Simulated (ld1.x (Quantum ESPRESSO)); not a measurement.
# Mo (Z = 42): one change to a TM potential, before and after

* Element: molybdenum
* Generator: ld1.x (Quantum ESPRESSO) 7.5
* Type: norm-conserving Troullier–Martins (Kleinman–Bylander form)
* Functional: PBE
* Relativity: scalar-relativistic
* Frozen core: [Ar] 3d10
* Valence charge: 14
* Reference configuration: 4s2 4p6 4d4 5s0 5p0 (charge +2)
* Partial waves: 4s (bound): rc 1.10 bohr; 4d (bound): rc 1.50 bohr; 4p (bound): rc 1.65 bohr
* Local potential: the p channel
* Core correction: Bessel-smoothed model core inside 1.05 bohr

Change: wave 4p (bound): rc 1.65 bohr becomes 4p (bound): rc 2.12 bohr.

Cutoffs: the cutoffs (Ry, on a coarse ladder) from which the occupation-weighted sum of valence levels, in a spherical-Bessel basis at the reference potential, stays within 10 and 1 mRy of its value at 400 Ry; they do not see the model core or the augmentation charge, which bear on the density cutoff. Errors are all-electron minus pseudo energies relative to the spin-unpolarised reference configuration.

What does the change do?

The potential gets neither clearly harder nor softer (100 Ry and 180 Ry → 100 Ry and 180 Ry); of the 7 tests that both files solve, the error grows in 7 and shrinks in 0 by more than 15 % and 0.3 meV (median size 44.3 → 96.6 meV); neither file shows a bound ghost. More of the atom is replaced by a form fitted at one configuration, so other configurations suffer.

| quantity | base | changed |
| --- | --- | --- |
| cutoff, loose | 100 Ry | 100 Ry |
| cutoff, tight | 180 Ry | 180 Ry |
| bound ghosts | none | none |
| error for 4s2 4p6 4d5 5s1 5p0, meV [ΔE -22.35 eV] | +88 | +185 |
| error for 4s2 4p6 4d5 5s0 5p0, meV [ΔE -15.46 eV] | +4.1 | +9.2 |
| error for 4s2 4p6 4d3 5s0 5p0, meV [ΔE 26.74 eV] | +7.9 | +16 |
| error for 4s1 4p6 4d5 5s1 5p0, meV [ΔE 47.85 eV] | +120 | +266 |
| error for 4s2 4p6 4d4 5s1 5p0, meV [ΔE -14.29 eV] | +127 | +259 |
| error for 4s2 4p6 4d5 5s0 5p1, meV [ΔE -19.21 eV] | +44 | +97 |
| error for 4s2 4p6 4d2 5s0 5p0, meV [ΔE 66.25 eV] | +41 | +75 |
